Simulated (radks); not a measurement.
Ta IV, 70 electrons, occupied as [Xe] 4f14 6p2 (not the ground configuration). Method: scalar-relativistic Kohn-Sham, exchange-only LDA, spin-polarised, spherical densities, point nucleus; open shells are filled with parallel spins first (spin-orbit coupling, left out, can overturn this in heavy ions); computed with a radial shooting solver on a logarithmic mesh with Libxc functionals. Some entries of the table are withheld. Estimate them.

orbital  occ.  eigenvalue (eV)  <1/r> (bohr^-1)
1s up       1        -67349.69            85.40
1s down     1        -67349.66            85.40
2s up       1        -11602.35            19.95
2s down     1        -11602.33            19.95
2p up       3        -10175.64            18.14
2p down     3        -10175.61            18.14
3s up       1        -2685.067            7.382
3s down     1        -2685.048            7.382
3p up       3        -2260.812            6.832
3p down     3        -2260.790            6.832
3d up       5        -1765.008            6.462
3d down     5        -1764.986            6.462
4s up       1        -575.5203            3.136
4s down     1        -575.4845            3.136
4p up       3        -436.3149            2.851
4p down     3        -436.2743            2.851
4d up       5        -258.1539            2.532
4d down     5        -258.1031            2.532
5s up       1        -109.0610            1.226
5s down     1        -108.8465            1.227
5p up       3         -74.6590            1.040
5p down     3         -74.3311            1.044
4f up       7         -61.0478              (1)
4f down     7         -60.9604              (2)
5d up       0         -35.2427              (3)
5d down     0         -34.1126              (4)
6s up       0         -31.6003           0.4958
6s down     0         -28.5116           0.5168
6p up       2         -23.7790           0.4187
6p down     0         -20.1756           0.4246

Answer. 
(1) 4f up <1/r> (bohr^-1): 2.008
(2) 4f down <1/r> (bohr^-1): 2.010
(3) 5d up <1/r> (bohr^-1): 0.7294
(4) 5d down <1/r> (bohr^-1): 0.7552
